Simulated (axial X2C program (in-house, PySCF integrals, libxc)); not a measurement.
## Spin–orbit effects along a row: molecules with Li (ions), HF

All values come from calculations with an in-house all-electron X2C program for linear molecules (integrals from PySCF), spin-free (one-electron X2C) or two-component (2c: spin–orbit coupling with atomic mean-field Coulomb and Gaunt terms, which also bring small scalar terms), in Dyall basis sets with cores contracted in-house; open shells are unrestricted.

Basis sets: I dyall-acv3z, Li dyall-av3z, Pd dyall-acv3z, Sb dyall-acv3z, Sr dyall-acv3z, Te dyall-acv3z.

| molecule | spin-free state | Re (Å) | ωe (cm⁻¹) | De (eV) | 2c state | Re 2c (Å) | ωe 2c (cm⁻¹) | De 2c (eV) |
| --- | --- | --- | --- | --- | --- | --- | --- | --- |
| LiSr⁻ | M_S = 0, Λ = 0 | 4.181 | 111.0 | 0.30 | Ω = 0 | 4.181 | 110.9 | 0.30 |
| LiPd⁻ | M_S = 0, Λ = 0 | 2.401 | 260.3 | 0.40 | Ω = 0 | 2.398 | 260.6 | n/a |
| LiSb⁻ | M_S = 1/2, Λ = 1 | 2.805 | 261.2 | 0.72 | Ω = 3/2 | 2.800 | 264.9 | n/a |
| LiTe⁻ | M_S = 0, Λ = 0 | 2.398 | 517.0 | 0.96 | Ω = 0 | 2.403 | 510.5 | 0.79 |
| LiI⁻ | M_S = 1/2, Λ = 0 | 2.590 | 350.3 | 1.17 | Ω = 1/2 | 2.592 | 348.7 | 1.17 |

Q: Work out the shifts from the spin-free to the two-component result.

A: 

```
molecule  2c state  ΔRe (Å)  Δωe (cm⁻¹)  ΔDe (eV)
   LiSr⁻     Ω = 0    0.000        -0.1      0.00
   LiPd⁻     Ω = 0   -0.003         0.3       n/a
   LiSb⁻   Ω = 3/2   -0.005         3.7       n/a
   LiTe⁻     Ω = 0    0.005        -6.5     -0.17
    LiI⁻   Ω = 1/2    0.002        -1.6      0.00
```

Shifts of one unit in the last digit are rounding.

Fragments in 2c: Sr + Li-, Pd- + Li, Sb- + Li, Te- + Li, I- + Li. Each entry is the lowest single determinant of a limited PBE0 search at one distance. De goes to single-determinant-based atoms at the same level (for ions the charge split of lowest energy) and is withheld (n/a) where an atom does not fit its ground term or J level. Main or longest-lived isotopes. One determinant is a doubtful description, or other states lie close, for LiSr⁻, LiPd⁻, LiSb⁻; these need not be ground states, and all values refer to the states named.
